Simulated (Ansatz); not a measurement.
Start from `C[CH2][GeH]` and change one atom or group to get `C[CH](C)[GeH]`.

Ansatz, PBE0-D4/def2-TZVP geometries, multiplicity 1. 

Scalar relativity is left out up to krypton.

```csv
property,`C[CH2][GeH]`
HOMO–LUMO gap (B3LYP/def2-TZVPP) / eV,3.34
HOMO–LUMO gap (PBE/def2-TZVPP) / eV,1.86
LUMO energy (PBE/def2-TZVPP) / eV,-3.38
HOMO energy (ωB97M-V/def2-TZVPP) / eV,-8.39
LUMO energy (B3LYP/def2-TZVPP) / eV,-2.78
size of the dipole moment (B3LYP/def2-TZVPP) / D,0.82
```

Question: Give the same properties after the change, and the shifts. (An estimate is asked.)

Answer: Computed: 
| property | `C[CH](C)[GeH]` | shift |
| --- | --- | --- |
| HOMO–LUMO gap (B3LYP/def2-TZVPP) / eV | 3.24 | -0.10 |
| HOMO–LUMO gap (PBE/def2-TZVPP) / eV | 1.78 | -0.08 |
| LUMO energy (PBE/def2-TZVPP) / eV | -3.36 | 0.02 |
| HOMO energy (ωB97M-V/def2-TZVPP) / eV | -8.26 | 0.13 |
| LUMO energy (B3LYP/def2-TZVPP) / eV | -2.76 | 0.02 |
| size of the dipole moment (B3LYP/def2-TZVPP) / D | 0.93 | 0.11 |

The zero-point energy changes by 74.7 kJ/mol with +9 modes. Dipoles are sizes alone; their direction can turn.

B3LYP here is the variant with VWN-RPA as its local correlation; programs differ in this.
